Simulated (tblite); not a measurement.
Compound: C5H9OP.
Numbering: `[CH2:1]=[CH:2][P@@H:3](=[O:4])/[CH:5]=[CH:6]\[CH3:7]` (hydrogens: H8, H9 on C1; H10 on C2; H11 on P3; H12 on C5; H13 on C6; H14, H15, H16 on C7)

Structure used (GFN2-xTB), in Å, numbered top down from 1:
```
atom  x, y, z in Å
C1     2.8092   -0.4064   -0.4101
C2     1.4964   -0.5601   -0.3909
P3     0.6094   -0.1181    1.1259
O4     1.4766    0.3336    2.2146
C5    -0.6392    1.1123    0.6830
C6    -1.7168    0.9394   -0.0700
C7    -2.1157   -0.3308   -0.7312
H8     3.3138   -0.0421    0.4715
H9     3.4179   -0.6339   -1.2708
H10    0.9364   -0.9138   -1.2430
H11   -0.1066   -1.2777    1.4315
H12   -0.4125    2.0715    1.1332
H13   -2.3850    1.7771   -0.2374
H14   -3.1126   -0.6230   -0.4006
H15   -1.4172   -1.1314   -0.5062
H16   -2.1617   -0.1877   -1.8110
```

All values are computed: GFN2-xTB (tblite) harmonic vibrations without scaling, gas phase. The method is semi-empirical: single wavenumbers can be off by several per cent or more. Modes of hydrogen on phosphorus can be 10 to 20 % off. One conformer, not necessarily the lowest.

Harmonic wavenumbers (cm⁻¹): 65.6, 80.3, 136.3, 159.7, 197.8, 219.2, 309.5, 347.6, 435.5, 530.1, 546.5, 681.8, 721.9, 778.8, 862.1, 909.0, 924.6, 945.2, 977.4, 986.5, 1009.7, 1033.3, 1058.5, 1204.4, 1228.9, 1273.9, 1313.7, 1376.7, 1393.0, 1463.0, 1470.7, 1658.7, 1687.4, 2255.9, 2997.3, 3013.2, 3024.1, 3036.5, 3058.6, 3070.9, 3080.9, 3111.9.

A = 3519, B = 1483, C = 1173 MHz; mass 116.039 u (most abundant isotopes); point group C1, symmetry number 1.

Q: What is the zero-point energy?

A: ½Σν̃ = 27318 cm⁻¹ = 326.80 kJ/mol.

Q: Entropy at 298.15 K, 1 bar (ideal gas, RRHO, classical rotation)?

A: Translation 168.14, rotation 118.63, vibration 101.45: S = 388.2 J/(mol K).

Q: And Cp and H(298.15 K) − H(0)?

A: Cp = 140.52 J/(mol K), of which vibrations give 107.26 (their classical limit is 42 R = 349.2); H(298.15 K) − H(0) = 26.17 kJ/mol without the zero-point energy, 16.25 from vibrations.

Q: How do the functions run with temperature in this model?

A: 
```json
{"T (K)": "100", "S (J/(mol K))": "278.6", "Cp (J/(mol K))": "72.8", "H − H(0) (kJ/mol)": "5.10", "G − H(0) (kJ/mol)": "-22.76", "ln q(vib)": "1.25"}
{"T (K)": "200", "S (J/(mol K))": "339.5", "Cp (J/(mol K))": "106.2", "H − H(0) (kJ/mol)": "14.07", "G − H(0) (kJ/mol)": "-53.82", "ln q(vib)": "3.47"}
{"T (K)": "300", "S (J/(mol K))": "389.1", "Cp (J/(mol K))": "141.2", "H − H(0) (kJ/mol)": "26.43", "G − H(0) (kJ/mol)": "-90.30", "ln q(vib)": "5.69"}
{"T (K)": "500", "S (J/(mol K))": "476.6", "Cp (J/(mol K))": "203.5", "H − H(0) (kJ/mol)": "61.22", "G − H(0) (kJ/mol)": "-177.08", "ln q(vib)": "10.04"}
{"T (K)": "800", "S (J/(mol K))": "586.5", "Cp (J/(mol K))": "263.3", "H − H(0) (kJ/mol)": "132.05", "G − H(0) (kJ/mol)": "-337.12", "ln q(vib)": "16.24"}
{"T (K)": "1000", "S (J/(mol K))": "648.2", "Cp (J/(mol K))": "289.4", "H − H(0) (kJ/mol)": "187.46", "G − H(0) (kJ/mol)": "-460.72", "ln q(vib)": "20.08"}
```

q(vib) and H(0) count from the zero-point level.

Q: Which modes carry the vibrational entropy at 298.15 K?

A: 65.6 cm⁻¹: 17.91; 80.3 cm⁻¹: 16.25; 136.3 cm⁻¹: 11.95; 159.7 cm⁻¹: 10.68; 197.8 cm⁻¹: 9.01; 219.2 cm⁻¹: 8.22 J/(mol K); the other 36 give 27.42 together.

Q: Blend soft modes into free rotors: weight 1/[1 + (100 cm⁻¹/ν̃)⁴] for the oscillator and the rest for a rotor with moment μB/(μ + B), μ = h/(8π²ν), B = 10⁻⁴⁴ kg m². What vibrational entropy results?

A: 95.18 J/(mol K) in place of 101.45, which changes −T·S at 298.15 K by +1.87 kJ/mol.

Hindered rotation and anharmonicity are outside this model. Other conformers, if any are populated, would add a mixing term that is left out. The structure is chiral; the term R ln 2 for an equal mix with its mirror image is left out.
